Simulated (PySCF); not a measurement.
**Vibration and rotation of CSe⁺**

PBE constants of CSe⁺, ²Σ⁺ (doublet), unpaired electrons σ ↑ (basis C aug-cc-pVDZ, Se aug-cc-pVDZ-PP with ECP10; scalar-relativistic core potentials; PySCF 2.14; masses 12.0000 and 79.9165 u):

| Quantity | Value |
| --- | --- |
| ωe | 1096.2 cm⁻¹ |
| ωexe | 5.97 cm⁻¹ |
| Be | 0.59341 cm⁻¹ |
| αe | 0.00410 cm⁻¹ |
| D (centrifugal) | 6.96e-07 cm⁻¹ |
| De to C + Se⁺ | 5.36 eV |

Problem. Give the vibrational terms G(v) and spacings up to v = 6.

Solution. G(v) = ωe(v+½) − ωexe(v+½)².

```json
{"v": "0", "G(v) (cm⁻¹)": "546.6", "G(v) − G(v−1)": "", "Bv (cm⁻¹)": "0.5914"}
{"v": "1", "G(v) (cm⁻¹)": "1630.9", "G(v) − G(v−1)": "1084.3", "Bv (cm⁻¹)": "0.5873"}
{"v": "2", "G(v) (cm⁻¹)": "2703.2", "G(v) − G(v−1)": "1072.3", "Bv (cm⁻¹)": "0.5832"}
{"v": "3", "G(v) (cm⁻¹)": "3763.6", "G(v) − G(v−1)": "1060.4", "Bv (cm⁻¹)": "0.5791"}
{"v": "4", "G(v) (cm⁻¹)": "4812.0", "G(v) − G(v−1)": "1048.4", "Bv (cm⁻¹)": "0.5750"}
{"v": "5", "G(v) (cm⁻¹)": "5848.5", "G(v) − G(v−1)": "1036.5", "Bv (cm⁻¹)": "0.5709"}
{"v": "6", "G(v) (cm⁻¹)": "6873.1", "G(v) − G(v−1)": "1024.6", "Bv (cm⁻¹)": "0.5668"}
```

Problem. How well does the Morse estimate ωe²/(4ωexe) reproduce De, and what is D0?

Solution. It gives 6.24 eV, 116 % of the computed De. D0 = De − G(0) = 5.36 − 0.07 = 5.29 eV.

Spin–orbit coupling is left out. For an ion De counts to the pair picked by the measured ionisation energies or electron affinities, which need not be the lowest pair at this level. The state was picked by a PBE0 search and need not be the measured ground state.
